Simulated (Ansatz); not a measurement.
Consider the redistribution: `CS[SiH2][GeH3]` + `CNBS` → `CS[SiH2]S` + `CN[BH][GeH3]`.

Isolated molecules relaxed with PBE0-D4/def2-TZVP in Ansatz; ΔE leaves out vibrations. CBS: MP2 limit from def2 TZ/QZ plus the TZ coupled-cluster correction, frozen cores. Functionals use def2-TZVPP. For Ge outer-core shells are correlated without core-valence functions, which leaves a few kJ/mol of doubt a bond. Scalar relativity is left out up to krypton. Each species was taken in one conformer, which may not be the lowest.

```tsv
level	ΔE (kcal/mol)
PBE0-D4	6.0
ωB97X-V	5.4
r2SCAN	6.0
PBE0	6.2
CCSD(T)/def2-TZVPP	5.0
HF/CBS(def2)	6.4
MP2/CBS(def2)	4.1
CCSD/CBS(def2)	4.6
```

Task: What does CCSD(T)/CBS give? (An estimate is asked.)

Result: Ansatz gave: +4.4 kcal/mol. The listed levels differ from it by 1.6, 1.0, 1.6, 1.8, 0.6, 2.0, -0.3, 0.2 kcal/mol.

Largest T1 diagnostic among the species: 0.013.

In def2-TZVPP, CCSD(T) changes the Hartree–Fock value by −1.3 kcal/mol (the triples alone add −0.2 kcal/mol) and MP2 by −1.6 kcal/mol.
